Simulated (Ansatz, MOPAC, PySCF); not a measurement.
Species: SiHCl2, net charge 0, doublet state. SMILES: Cl[SiH]Cl
Geometry: optimised at B3LYP-D3(BJ)/def2-TZVP (Ansatz, a program for electronic structure).

Unscaled harmonic wavenumbers (cm⁻¹) in rising order, each level at the stationary point that it reaches from this structure (no distance between atoms moves by over 0.3 Å); the order of modes can differ between levels, and a negative number is imaginary. B3LYP-D3(BJ)/def2-TZVP (PySCF, at the structure above): 176, 500, 558, 654, 743, 2168.

AM1 (MOPAC): 151, 388, 454, 494, 665, 2221. Zero-point energy 6.3 against 6.9 kcal/mol; where all levels lie over 400 cm⁻¹, the wavenumbers are on average 0.872 times those of B3LYP-D3(BJ)/def2-TZVP.

HF/6-31G* (Ansatz): 193, 540, 605, 729, 834, 2406. Zero-point energy 7.6 against 6.9 kcal/mol; where all levels lie over 400 cm⁻¹, the wavenumbers are on average 1.108 times those of B3LYP-D3(BJ)/def2-TZVP.
